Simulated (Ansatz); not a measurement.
Abridged output of a molecular run in Ansatz:

```
Functional definition: HF
  name "HF"
  cite "Fock, Z. Phys. 61, 126 (1930) doi:10.1007/BF01340294"
  parent pbe
  exchange = exact_x
  correlation = 0
1302 factors; integrals over basis functions are off by at most 1.3e-3 eV
mean field evaluation 1: about -83579.2441 eV, gradient 2.8e1 eV
mean field evaluation 2: about -83579.5111 eV, gradient 2.8e1 eV
mean field evaluation 4: about -83581.8517 eV, gradient 4.2e0 eV
mean field evaluation 8: about -83581.9389 eV, gradient 5.7e-1 eV
mean field evaluation 16: about -83581.9436 eV, gradient 2.1e-6 eV
mean field -83581.94356948 eV, -3071.5797723021 hartree, gradient 2.1e-6 eV, S^2 0.000000; 0 other end points of the search recorded, 0 dependent functions left out
17 core orbitals not correlated: weight in the atoms' cores, before any rotation towards them, 1.000 or more for the frozen orbitals, at most 0.000 for the correlated occupied ones
reference -83581.94356948 eV, -3071.5797723021 hartree; 18, 18 occupied and 176, 176 virtual orbitals, 1302 factors
second order -23.03512511 eV of doubles, -0.00000000 eV of singles
cycle   1  -22.95563800 eV  change    7.9e-2 eV  update   1.3e-1
cycle   2  -23.58561793 eV  change   -6.3e-1 eV  update   4.3e-2
cycle   3  -23.75213447 eV  change   -1.7e-1 eV  update   2.3e-2
cycle   4  -23.73584599 eV  change    1.6e-2 eV  update   6.9e-3
cycle   5  -23.73132905 eV  change    4.5e-3 eV  update   3.5e-3
cycle   6  -23.73229361 eV  change   -9.6e-4 eV  update   1.1e-3
cycle   7  -23.73197689 eV  change    3.2e-4 eV  update   4.8e-4
cycle   8  -23.73178552 eV  change    1.9e-4 eV  update   1.7e-4
cycle   9  -23.73182892 eV  change   -4.3e-5 eV  update   8.8e-5
cycle  10  -23.73184029 eV  change   -1.1e-5 eV  update   4.0e-5
perturbative correction -1.22726343 eV, -0.0451010991 hartree
Total energy: -83606.90267319 eV, -3072.4970024457 hartree
```

Its atoms:

```xyz
7

S     1.849   -1.904    1.140
C     0.653   -1.153    0.528
C    -0.351   -0.480    0.004
B    -0.152    0.987   -0.311
Br   -1.586    1.998   -1.074
H    -1.285   -1.005   -0.183
H     0.872    1.557   -0.105
```

(1) Which basis set was used?
A. def2-TZVPP
B. def2-SVPD
C. def2-TZVPPD
D. def2-SVP

(2) Write the keys of the input that set method, charge and spin (a neutral closed shell needs none for the last two).

Results:

(1) A. It gives 211 functions.

(2) 
```yaml
correlation: {method: ccsd_t}
```
